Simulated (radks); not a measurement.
Species: the zinc ion Zn18+. Configuration: [Ne] 4s2 (not the ground configuration). Method: Dirac Kohn-Sham, PBE, spin-unpolarised, spherical densities, finite nucleus; Fermi nuclear charge, rms radius 3.9283 fm; computed with a radial shooting solver on a logarithmic mesh with Libxc functionals.

Unscreened Slater integrals over Kohn-Sham orbitals (hartree). Large and small components are both included.

F0(4s1/2,4s1/2): 0.85354
F0(4s1/2,2p3/2): 1.2035
G1(4s1/2,2p3/2): 0.068242
F0(4s1/2,2p1/2): 1.2054
G1(4s1/2,2p1/2): 0.068687
F0(4s1/2,2s1/2): 1.1884
G0(4s1/2,2s1/2): 0.051886
F0(2p3/2,2p3/2): 4.6686
F2(2p3/2,2p3/2): 2.2156
F0(2p3/2,2p1/2): 4.7081
G2(2p3/2,2p1/2): 2.2125
F0(2p3/2,2s1/2): 4.3033
G1(2p3/2,2s1/2): 2.4643
F0(2p1/2,2p1/2): 4.7488
F0(2p1/2,2s1/2): 4.3325
G1(2p1/2,2s1/2): 2.4533
F0(2s1/2,2s1/2): 4.0685
